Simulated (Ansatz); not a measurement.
`F[SiH2][SeH]` and `N[SiH](F)[SeH]` differ in one atom or group.

Ansatz, PBE0-D4/def2-TZVP geometries, multiplicity 1. Each molecule was computed in one conformer, which needn't be the lowest.

Scalar relativity is left out up to krypton. Spin–orbit coupling is left out; it splits and shifts lone-pair levels of the heavy atoms by tenths of an eV.

```csv
property,`F[SiH2][SeH]`
LUMO energy (B3LYP/def2-TZVPP) / eV,-0.49
HOMO energy (B3LYP/def2-TZVPP) / eV,-7.29
HOMO energy (ωB97M-V/def2-TZVPP) / eV,-9.71
LUMO energy (PBE/def2-TZVPP) / eV,-1.09
HOMO–LUMO gap (B3LYP/def2-TZVPP) / eV,6.80
HOMO–LUMO gap (PBE0/def2-TZVPP) / eV,7.33
```

(1) What does the change do to each property? (Best estimate.)

## Answers

(1) Ansatz gave: 
```json
{"property": "LUMO energy (B3LYP/def2-TZVPP) / eV", "`N[SiH](F)[SeH]`": "-0.18", "shift": "0.31"}
{"property": "HOMO energy (B3LYP/def2-TZVPP) / eV", "`N[SiH](F)[SeH]`": "-7.09", "shift": "0.20"}
{"property": "HOMO energy (ωB97M-V/def2-TZVPP) / eV", "`N[SiH](F)[SeH]`": "-9.52", "shift": "0.19"}
{"property": "LUMO energy (PBE/def2-TZVPP) / eV", "`N[SiH](F)[SeH]`": "-0.80", "shift": "0.29"}
{"property": "HOMO–LUMO gap (B3LYP/def2-TZVPP) / eV", "`N[SiH](F)[SeH]`": "6.91", "shift": "0.11"}
{"property": "HOMO–LUMO gap (PBE0/def2-TZVPP) / eV", "`N[SiH](F)[SeH]`": "7.44", "shift": "0.11"}
```

With PBE0 the HOMO rises by 0.19 eV and the LUMO rises by 0.31 eV, so the gap widens by about 0.12 eV. PBE moves the HOMO by 0.21 eV and ωB97M-V by 0.19 eV. The zero-point energy changes by 47.4 kJ/mol with +6 modes.

B3LYP here is the variant with VWN-RPA as its local correlation; programs differ in this.
